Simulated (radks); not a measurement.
Values are calculated unless marked as measured or tabulated.
Cd IV, configuration [Kr] 4d9.

Code: a radial shooting solver on a logarithmic mesh with Libxc functionals. Model: scalar-relativistic Kohn-Sham, PBE, spin-polarised, spherical densities, point nucleus; open shells are filled with parallel spins first (spin-orbit coupling, left out, can overturn this in heavy ions).

Energy parts (eV):
| part | energy |
|---|---|
| total | -152174.079 |
| kinetic | 158354.504 |
| electron-nucleus | -366342.172 |
| Hartree | 59984.032 |
| exchange-correlation | -4170.443 |

Orbitals (lengths in bohr, moments of r in powers of bohr):
| orbital | occ. | eigenvalue (eV) | <1/r> |
|---|---|---|---|
| 1s down | 1 | -26562.01 | 50.64 |
| 1s up | 1 | -26562.01 | 50.64 |
| 2s up | 1 | -3974.317 | 11.52 |
| 2s down | 1 | -3974.098 | 11.52 |
| 2p up | 3 | -3569.750 | 11.11 |
| 2p down | 3 | -3569.583 | 11.11 |
| 3s up | 1 | -770.0674 | 4.063 |
| 3s down | 1 | -769.9609 | 4.063 |
| 3p up | 3 | -637.3760 | 3.870 |
| 3p down | 3 | -637.2535 | 3.870 |
| 3d up | 5 | -429.7895 | 3.642 |
| 3d down | 5 | -429.5955 | 3.642 |
| 4s up | 1 | -141.8311 | 1.577 |
| 4s down | 1 | -141.0145 | 1.578 |
| 4p up | 3 | -102.6706 | 1.426 |
| 4p down | 3 | -101.8363 | 1.426 |
| 4d up | 5 | -46.2070 | 1.112 |
| 4d down | 4 | -45.4077 | 1.109 |
| 5s up | 0 | -32.4338 | 0.5687 |
| 5s down | 0 | -32.0739 | 0.5649 |
| 5p up | 0 | -24.3321 | 0.4813 |
| 5p down | 0 | -24.0670 | 0.4778 |

The highest occupied level is 4d down at -45.408 eV. For comparison, the ionisation energy in NIST's Atomic Spectra Database is 51 eV (theoretical). In exact Kohn-Sham theory the highest level is minus the ionisation energy, but local and semilocal functionals leave it too shallow, through self-interaction and a potential that decays too fast; potentials with the right tail come closer. Summed over all electrons, <r^2> = 25.87 bohr^2, which gives a Langevin (diamagnetic) susceptibility term of -20.5 x 10^-6 cm^3/mol.
